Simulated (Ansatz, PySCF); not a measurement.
1-bromo-1,1-dichloroethane (C2H3BrCl2), SMILES CC(Cl)(Cl)Br. Atoms are numbered in the order given.

```xyz
8

C     -0.6849    -1.7905     0.0000
C     -0.4803    -0.2890     0.0000
Cl    -1.2225     0.4358    -1.4628
Cl    -1.2225     0.4358     1.4628
Br     1.4564     0.1159     0.0000
H     -0.2257    -2.2271    -0.8974
H     -0.2257    -2.2271     0.8974
H     -1.7635    -2.0050     0.0000
```
Charge 0, spin multiplicity 1.

The structure is a stationary point at B3LYP-D3(BJ)/def2-SVP.

Two levels are set side by side: PBE-D3(BJ)/def2-SVP (Ansatz, an electronic-structure program) and B3LYP-D3(BJ)/def2-SVP (Ansatz). Each level has its own optimised geometry; the coordinates shown are those of the second. Frequencies come from the Hessian of PySCF at each geometry. Differences are taken from unrounded values.

```csv
quantity,B3LYP-D3(BJ)
mean bond length (Å),1.482
bond C1–C2 (Å),1.515
bond C2–Cl3 (Å),1.793
bond C2–Cl4 (Å),1.793
bond C2–Br5 (Å),1.979
bond C1–H6 (Å),1.099
bond C1–H7 (Å),1.099
bond C1–H8 (Å),1.100
highest harmonic wavenumber (cm⁻¹),3161
mean harmonic wavenumber (cm⁻¹),1135
zero-point energy (kcal/mol),29.20
```

**Question.** What does PBE-D3(BJ) give, and how far is it from B3LYP-D3(BJ)? (An estimate is asked for; the answer gives what the named calculation found.)

**Answer.** 
```json
[
 {"quantity": "mean bond length (Å)", "PBE-D3(BJ)": "1.487", "PBE-D3(BJ) minus B3LYP-D3(BJ)": "0.005"},
 {"quantity": "bond C1–C2 (Å)", "PBE-D3(BJ)": "1.516", "PBE-D3(BJ) minus B3LYP-D3(BJ)": "0.001"},
 {"quantity": "bond C2–Cl3 (Å)", "PBE-D3(BJ)": "1.795", "PBE-D3(BJ) minus B3LYP-D3(BJ)": "0.002"},
 {"quantity": "bond C2–Cl4 (Å)", "PBE-D3(BJ)": "1.795", "PBE-D3(BJ) minus B3LYP-D3(BJ)": "0.002"},
 {"quantity": "bond C2–Br5 (Å)", "PBE-D3(BJ)": "1.984", "PBE-D3(BJ) minus B3LYP-D3(BJ)": "0.005"},
 {"quantity": "bond C1–H6 (Å)", "PBE-D3(BJ)": "1.106", "PBE-D3(BJ) minus B3LYP-D3(BJ)": "0.008"},
 {"quantity": "bond C1–H7 (Å)", "PBE-D3(BJ)": "1.106", "PBE-D3(BJ) minus B3LYP-D3(BJ)": "0.008"},
 {"quantity": "bond C1–H8 (Å)", "PBE-D3(BJ)": "1.108", "PBE-D3(BJ) minus B3LYP-D3(BJ)": "0.008"},
 {"quantity": "highest harmonic wavenumber (cm⁻¹)", "PBE-D3(BJ)": "3104", "PBE-D3(BJ) minus B3LYP-D3(BJ)": "-57"},
 {"quantity": "mean harmonic wavenumber (cm⁻¹)", "PBE-D3(BJ)": "1103", "PBE-D3(BJ) minus B3LYP-D3(BJ)": "-32"},
 {"quantity": "zero-point energy (kcal/mol)", "PBE-D3(BJ)": "28.39", "PBE-D3(BJ) minus B3LYP-D3(BJ)": "-0.82"}
]
```

Exact exchange shortens and stiffens bonds; PBE has none. Differences between two approximate levels are no errors against the true value.
